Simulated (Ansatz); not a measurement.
Ansatz results at the PBE0-D4/def2-TZVP geometry: zero-point energy (PBE0-D4/def2-TZVP) 157.0 kJ/mol; HOMO–LUMO gap (B3LYP/def2-TZVPP) 8.16 eV; size of the dipole moment (B3LYP/def2-TZVPP) 1.35 D.

Each molecule was computed in one conformer, which needn't be the lowest.

Question: Which molecule gave them?
A. `O[SiH](O)[GeH3]`
B. `O[Si](F)(F)S[Si](O)(F)F`
C. `O[SiH2][GeH2][OH]`
D. `O[SiH2][O][GeH3]`

Answer: D. The others give `O[Si](F)(F)S[Si](O)(F)F`: 118.5, 7.90, 3.00; `O[SiH](O)[GeH3]`: 158.9, 7.16, 2.17; `O[SiH2][GeH2][OH]`: 159.1, 6.63, 1.67.

B3LYP here is the variant with VWN-RPA as its local correlation; programs differ in this.
